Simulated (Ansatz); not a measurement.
C2H6AlBr (`[AlH2][CH2]CBr`), relaxed with RKS PBE-D4/def2-SVP in the Gaussian-basis code of Ansatz from a rough embedded geometry. The force threshold is 0.03 eV/Å; the program also tests the step.

The species carries charge 0 and has multiplicity 1.

Start:

```xyz
10

Al   -0.438    1.641    0.075
C    -0.489   -0.307    0.243
C     0.851   -0.900   -0.133
Br    0.880   -2.817    0.145
H     0.131    2.275   -1.329
H    -1.731    2.507    0.616
H    -0.727   -0.544    1.317
H    -1.233   -0.701   -0.407
H     1.112   -0.657   -1.118
H     1.643   -0.498    0.590
```

Q: How much energy does the relaxation release, and in how many steps? (Estimate.)

A: Ansatz gave: 12.74 kcal/mol, in 10 steps, 1 of them rejected.

Q: Which bonds change most? (An estimate is asked.)

A: Ansatz gave: C3–H9 from 1.048 to 1.107 Å; C3–Br4 from 1.937 to 1.994 Å; C2–H8 from 1.064 to 1.115 Å; Al1–H6 from 1.647 to 1.601 Å.

Q: Give the relaxed structure. (Best estimate.)

A: The calculation gave: 
```xyz
10

Al   -0.635    1.672   -0.094
C    -0.459   -0.272    0.275
C     0.839   -0.907   -0.163
Br    0.928   -2.864    0.214
H     0.496    2.456   -0.917
H    -1.944    2.427    0.436
H    -0.632   -0.423    1.364
H    -1.328   -0.764   -0.221
H     1.012   -0.833   -1.254
H     1.722   -0.492    0.360
```
